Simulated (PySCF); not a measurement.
Br₂GaHO, SMILES [Br][Ga]([OH])[Br].

Geometry optimised at PBE0-D3(BJ)/def2-SVP. The structure was generated by enumeration; whether it is a known compound was not checked. One conformer was computed; it need not be the lowest.

Level of theory: PySCF with TDDFT-PBE/def2-SVPD.

Vertical excitations.  State labels are in the subgroup Cs.

Task: List the lowest excited states. (The exact figures need the calculation; the answer reports its results.)

Result: 
```csv
state,symmetry,energy (eV),λ (nm),f,main pairs
S1,A',4.78,259,0.016,HOMO→LUMO 99 %
S2,A",4.93,251,0.000,HOMO−1→LUMO 100 %
S3,A",5.02,247,0.003,HOMO−3→LUMO 100 %
S4,A',5.08,244,0.030,HOMO−2→LUMO 97 %
S5,A",5.52,225,0.000,HOMO→LUMO+1 100 %
S6,A",5.77,215,0.000,HOMO−2→LUMO+1 100 %
S7,A",5.84,212,0.037,HOMO−4→LUMO 99 %
S8,A',5.87,211,0.002,"HOMO−1→LUMO+1 60 %, HOMO−5→LUMO 29 %, HOMO−3→LUMO+1 10 %"
S9,A',6.06,205,0.043,"HOMO−3→LUMO+1 46 %, HOMO−1→LUMO+1 25 %, HOMO−5→LUMO 15 %, HOMO−6→LUMO 12 %"
S10,A',6.50,191,0.151,"HOMO−5→LUMO 39 %, HOMO−3→LUMO+1 29 %, HOMO−4→LUMO+1 12 %"
T1,A',4.47,277,0,HOMO→LUMO 100 %
T2,A",4.67,266,0,HOMO−1→LUMO 100 %
T3,A',4.71,263,0,HOMO−2→LUMO 100 %
T4,A",4.75,261,0,HOMO−3→LUMO 99 %
```
Triplets are in the Tamm–Dancoff approximation, which puts them higher than full response would, so one can lie above its singlet here.
